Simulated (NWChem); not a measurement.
Species: GaSiH$_{5}$; SMILES [GaH2][SiH3]

```xyz
7

Ga     0.0010     0.8217    -0.0020
H     -1.3604     1.6137     0.0130
H      1.3421     1.6463     0.0122
Si     0.0019    -1.5948    -0.0022
H     -0.2862    -2.0798     1.3880
H      1.3136    -2.1795    -0.4234
H     -1.0649    -2.1471    -0.8969
```
Atoms are numbered in this order, from 1.

Structure relaxed at the PBE0/def2-SVP level.

List the 6 lowest vertical singlet excitations from B3LYP/aug-cc-pVDZ, full TDDFT (NWChem).


```json
[
 {"state": "S1", "energy (eV)": "4.02", "oscillator strength": "0.002", "leading excitation (squared amplitude)": "HOMO → LUMO (0.99)"},
 {"state": "S2", "energy (eV)": "4.79", "oscillator strength": "0.000", "leading excitation (squared amplitude)": "HOMO−1 → LUMO (1.00)"},
 {"state": "S3", "energy (eV)": "6.28", "oscillator strength": "0.001", "leading excitation (squared amplitude)": "HOMO−3 → LUMO (0.98)"},
 {"state": "S4", "energy (eV)": "6.35", "oscillator strength": "0.026", "leading excitation (squared amplitude)": "HOMO−2 → LUMO (0.69)"},
 {"state": "S5", "energy (eV)": "6.46", "oscillator strength": "0.045", "leading excitation (squared amplitude)": "HOMO → LUMO+1 (0.45)"},
 {"state": "S6", "energy (eV)": "6.75", "oscillator strength": "0.407", "leading excitation (squared amplitude)": "HOMO → LUMO+2 (0.50)"}
]
```
